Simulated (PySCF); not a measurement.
C₂H₃O₃, SMILES COC([O])=O (connectivity only; charge and spin as stated), charge -1, multiplicity 1. Atoms are numbered in the order given.

```xyz
8

C      0.0205     1.7834     0.0000
O      0.7238     0.5662     0.0000
C     -0.0614    -0.6682     0.0000
O      0.6669    -1.6693     0.0000
O     -1.2998    -0.5262     0.0000
H     -1.0638     1.5914     0.0000
H      0.2910     2.3759     0.8960
H      0.2910     2.3759    -0.8960
```
Charge -1, spin multiplicity 1.

Coordinates come from a TPSSh-D3(BJ)/def2-SVPD optimisation. The geometry has at least one imaginary mode, so it is a saddle point at that level. The spin state was assumed, not searched. The isomer is the one that the SMILES or the coordinates give; other isomers of the formula were not compared.

The numbers are results of ωB97X/def2-SVPD (PySCF), not measurements.

Mulliken values depend strongly on the basis, most of all with diffuse functions as here. ESP charges are fitted to the potential on shells at 1.4 to 2.0 van der Waals radii. Atomic charges (e):

| atom | Mulliken | IAO | ESP fit |
|---|---|---|---|
| C1 | 0.76 | … | -0.06 |
| O2 | -0.78 | … | -0.48 |
| C3 | 0.83 | … | 1.05 |
| O4 | -0.72 | -0.66 | -0.84 |
| O5 | -0.72 | -0.68 | -0.80 |
| H6 | -0.09 | 0.14 | 0.07 |
| H7 | -0.14 | 0.10 | 0.03 |
| H8 | -0.14 | 0.10 | 0.03 |

Fill in the missing entries. (An estimate is asked for; the answer gives what the named calculation found.)


- C1, IAO: -0.18
- O2, IAO: -0.47
- C3, IAO: 0.66
